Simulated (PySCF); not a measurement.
## How strongly Ge binds etchant and ambient atoms

r²SCAN in PySCF with def2-TZVPP on every atom, for the lowest determinant that a PBE0 search found; no spin–orbit coupling. D0 is De less the harmonic zero-point energy.

| X | state of GeX | D0(GeX) (eV) | D0(X₂) (eV) |
| --- | --- | --- | --- |
| Cl | doublet (π ↑) | 4.21 | 2.54 |
| Br | doublet (π ↑) | 3.80 | 2.28 |
| O | singlet (closed shell) | 6.84 | 5.53 |

**Question.** Give the energy of Ge + X₂ → GeX + X at 0 K for each X.

**Answer.** Cl: 2.54 − 4.21 = -1.67 eV; Br: 2.28 − 3.80 = -1.52 eV; O: 5.53 − 6.84 = -1.31 eV (r²SCAN/def2-TZVPP; negative means exothermic).

**Question.** Does an atom of Cl displace Br from GeBr?

**Answer.** GeBr + Cl → GeCl + Br has ΔE = 3.80 − 4.21 = -0.41 eV at r²SCAN/def2-TZVPP, so it is downhill.

Gas-phase diatomics only hint at surface chemistry, where an atom holds several bonds.

Spin–orbit coupling is left out. States were picked by a PBE0 search and need not be the measured ground states.
